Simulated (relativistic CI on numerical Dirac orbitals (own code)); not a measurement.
# What each ingredient does to the levels of Nb12+

Base calculation: Dirac-Coulomb-Breit CI, separate exchange-only KLI orbitals for each configuration, a model potential for QED, unscaled Slater integrals.

Configuration list (outside the closed core [Ar]): 3d10.4s, 3d10.4p, 3d10.4d, 3d10.4f, 3d10.5s, 3d10.5p, 3d10.5d, 3d10.5f, 3d10.6s, 3d9.4s2, 3d9.4p2, 3d10.5g, 3d10.6p, 3d8.4s.4p2, 3d10.6d, 3d10.6f. Levels of other configurations are missing.

Variants: (1) P86 correlation estimate; (2) non-relativistic limit; (3) one mean potential for all configurations. Shifts of the energy above 3d10.4s 2S_1/2, in cm⁻¹, for the lowest level and the first level of each name with at least 55 % of one term (blank where a level changes its place among those of its configuration and J or its character, or is not in the variant):

| Level | Base | Δ(1) | Δ(2) | Δ(3) |
| --- | --- | --- | --- | --- |
| 3d10.4s 2S_1/2 | 0 | 0 | 0 | 0 |
| 3d10.4p 2P°_1/2 | 220341 | +670 | -8049 | -44 |
| 3d10.4p 2P°_3/2 | 246677 | +670 | -34385 | -46 |
| 3d10.4d 2D_3/2 | 601123 | +1173 | -36908 | -51 |
| 3d10.4d 2D_5/2 | 605379 | +1173 | -41163 | -47 |
| 3d10.4f 2F°_7/2 | 951127 | +1144 | -38762 | +169 |
| 3d10.4f 2F°_5/2 | 951140 | +1144 | -38776 | +165 |
| 3d10.5s 2S_1/2 | 970696 | -860 | -22551 | +549 |
| 3d10.5p 2P°_1/2 | 1065129 | -547 | -25403 | +568 |
| 3d10.5p 2P°_3/2 | 1076072 | -547 | -36345 | +586 |
| 3d10.5d 2D_3/2 | 1230176 | -251 | -37432 | +535 |
| 3d10.5d 2D_5/2 | 1232068 | -251 | -39325 | +553 |
| 3d10.5f 2F°_5/2 | 1383449 | -516 | -38513 | +569 |
| 3d10.5f 2F°_7/2 | 1383464 | -516 | -38528 | +589 |

At this charge energies of transitions that change n are usually good to better than 1 %, and those within a shell (Δn = 0) to a few per cent.

Ionisation energy from the two ground configurations alone: base 267.179 eV; P86 correlation estimate 267.551 eV. The NIST ASD value (measured) is 268.59 eV.

LS names give the leading component of a level, which can be under half, so a name can repeat, a term be missing and a line seem to break the LS rules.
